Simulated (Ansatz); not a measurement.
`OBC(F)[SiH3]` + `[SiH3]S` → `OBS[SiH3]` + `FC[SiH3]`  (ligand exchange at a B–C bond)

Isolated molecules relaxed with PBE0-D4/def2-TZVP in Ansatz; ΔE leaves out vibrations. CCSD(T)/CBS adds triple-zeta CCSD(T) − MP2 to the extrapolated MP2 energy (def2 sets, frozen cores). Functionals use def2-TZVPP. B3LYP here is the variant with VWN-RPA as its local correlation; programs differ in this. One conformer a species, not always the lowest.

`OBC(F)[SiH3]`:

Z-matrix (Å, degrees):
```
C
B 1 1.563
Si 1 1.906 2 111.9
F 1 1.403 2 111.8 3 -121.3
H 1 1.099 2 110.5 3 118.6
O 2 1.354 1 117.4 3 -66.5
H 2 1.200 1 121.2 3 111.7
H 3 1.485 1 108.8 2 65.7
H 3 1.486 1 110.0 2 -54.2
H 3 1.485 1 109.0 2 -174.1
H 6 0.959 2 113.5 1 178.3
```

`[SiH3]S`:

```xyz
6

Si    0.041   -0.176   -0.496
S     0.565    0.962    1.236
H     0.100   -1.635   -0.230
H     1.053    0.195   -1.514
H    -1.319    0.167   -0.984
H    -0.441    0.488    1.989
```

`OBS[SiH3]`:

Z-matrix (Å, degrees):
```
Si
S 1 2.136
H 1 1.493 2 110.4
H 1 1.481 2 108.8 3 -119.0
H 1 1.483 2 111.1 3 119.9
B 2 1.826 1 104.8 3 -18.1
O 6 1.345 2 127.3 1 3.2
H 6 1.193 2 114.5 1 -177.3
H 7 0.964 6 114.8 2 1.8
```

`FC[SiH3]`:

Cartesian coordinates in Å:
```
F 0.597 -1.194 -1.401
C -0.236 -0.187 -0.925
Si 0.183 0.218 0.879
H -1.273 -0.527 -1.023
H -0.112 0.691 -1.567
H -0.739 1.296 1.328
H 1.587 0.688 0.981
H -0.006 -0.985 1.727
```

Problem. Is it downhill or uphill in electronic energy at CCSD(T)/CBS, and by how much? (An estimate is asked.)

Solution. The calculation gave: Downhill: ΔE = -0.61 eV.

Problem. What do these levels give: PBE-D4, PBE0-D4, PBE, B3LYP, HF/def2-TZVPP, SCS-MP2/def2-TZVPP, CCSD/def2-TZVPP, CCSD(T)/def2-TZVPP, HF/def2-QZVPP, HF/CBS(def2), MP2/CBS(def2), CCSD/CBS(def2)? (Estimate.)

Solution. Computed: PBE-D4 -0.65, PBE0-D4 -0.63, PBE -0.65, B3LYP -0.59, HF/def2-TZVPP -0.53, SCS-MP2/def2-TZVPP -0.61, CCSD/def2-TZVPP -0.57, CCSD(T)/def2-TZVPP -0.60, HF/def2-QZVPP -0.53, HF/CBS(def2) -0.53, MP2/CBS(def2) -0.66, CCSD/CBS(def2) -0.58 eV.

Largest T1 diagnostic among the species: 0.014.

In def2-TZVPP, CCSD(T) changes the Hartree–Fock value by −0.07 eV (the triples alone add −0.03 eV) and MP2 by −0.12 eV.
